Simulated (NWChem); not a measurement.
C₂H₂F, doublet; SMILES C=[C]F

All runs: NWChem. Pople sets run with spherical d functions. Spin-unrestricted. In the optimisation the excess spin sits in a' (Cs, its own frame). No stability test was run on the SCF state. Each level has its own optimisation; frequencies are unscaled.

```
level            basis functions  r C–C (Å)  r C–F (Å)  highest harmonic frequency (cm⁻¹)  lowest (cm⁻¹)  zero-point energy (kcal/mol)  dipole (D)  relative time
---------------  ---------------  ---------  ---------  ---------------------------------  -------------  ----------------------------  ----------  -------------
PBE0/STO-3G                   17      1.330      1.338                               3580            446                          21.0        0.26              1
PBE0/3-21G                    31      1.313      1.340                               3283            434                          19.7        1.12              2
PBE0/6-31G*                   46      1.317      1.308                               3299            448                          19.6        0.85              3
PBE0/6-31+G*                  58      1.317      1.313                               3296            451                          19.5        1.12              5
PBE0/6-311G**                 66      1.311      1.305                               3270            450                          19.4        0.95              5
PBE0/6-311++G**               80      1.312      1.306                               3270            463                          19.4        1.13             10
```

Times are rough ratios from one shared machine.
